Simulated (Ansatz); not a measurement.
Calculated with Ansatz (gas phase, PBE0-D4/def2-TZVP geometries, no zero-point term in ΔE). CCSD(T)/CBS adds triple-zeta CCSD(T) − MP2 to the extrapolated MP2 energy (def2 sets, frozen cores). Functionals use def2-TZVPP. B3LYP here is the variant with VWN-RPA as its local correlation; programs differ in this. def2 core potentials past Kr. For In outer-core shells are correlated without core-valence functions, which leaves a few kJ/mol of doubt a bond. Each species was taken in one conformer, which may not be the lowest.

Consider the substitution at a C–In bond: `N[CH2][InH][NH2]` + `OCS` → `NCSCO` + `[NH2][InH2]`.

`N[CH2][InH][NH2]`:

```xyz
11

N     0.558    0.698    1.593
C     1.214   -0.255    0.708
In    0.122   -0.785   -1.108
N    -1.632    0.225   -1.135
H     0.377    1.573    1.117
H    -0.339    0.349    1.905
H     1.426   -1.170    1.266
H     2.191    0.141    0.422
H     0.338   -1.798   -2.482
H    -1.936    0.865   -0.420
H    -2.320    0.157   -1.866
```

`OCS`:

Z-matrix (Å, degrees):
```
C
S 1 1.793
O 1 1.405 2 110.6
H 1 1.095 2 109.2 3 123.4
H 1 1.097 2 104.5 3 -120.8
H 2 1.343 1 96.4 3 -70.0
H 3 0.962 1 108.1 2 177.5
```

`NCSCO`:

```xyz
12

N    -1.548    0.954    1.500
C    -0.548    0.111    0.924
S     0.416    0.928   -0.414
C     1.344   -0.492   -1.028
O     0.563   -1.463   -1.668
H    -1.145    1.784    1.914
H    -2.229    1.247    0.810
H     0.155   -0.204    1.698
H    -1.010   -0.779    0.495
H     2.114   -0.072   -1.685
H     1.839   -0.994   -0.195
H     0.049   -1.021   -2.352
```

`[NH2][InH2]`:

```xyz
6

N     0.100    0.178    1.036
In   -0.089   -0.161   -0.934
H    -0.394   -0.332    1.749
H     0.697    0.882    1.436
H     0.862    0.851   -1.936
H    -1.175   -1.417   -1.351
```

| level | ΔE (kJ/mol) | difference from CCSD(T)/CBS |
| --- | --- | --- |
| PBE0-D4 | -25.2 | -8.3 |
| B3LYP-D4 | -21.3 | -4.4 |
| ωB97X-V | -26.5 | -9.6 |
| r2SCAN | -24.2 | -7.3 |
| HF/def2-TZVPP | -31.2 | -14.3 |
| CCSD(T)/def2-TZVPP | -18.1 | -1.2 |
| SCS-MP2/def2-QZVPP | -17.0 | -0.1 |
| HF/CBS(def2) | -30.4 | -13.5 |
| MP2/CBS(def2) | -15.5 | 1.4 |
| CCSD/CBS(def2) | -16.7 | 0.2 |
| CCSD(T)/CBS | -16.9 | 0 |

Largest T1 diagnostic among the species: 0.016.

From PBE to PBE0 (25 % exact exchange), in def2-TZVPP and without D4, ΔE moves by −3.3 kJ/mol. In def2-TZVPP, CCSD(T) changes the Hartree–Fock value by +13.1 kJ/mol (the triples alone add −0.3 kJ/mol) and MP2 by +14.5 kJ/mol.
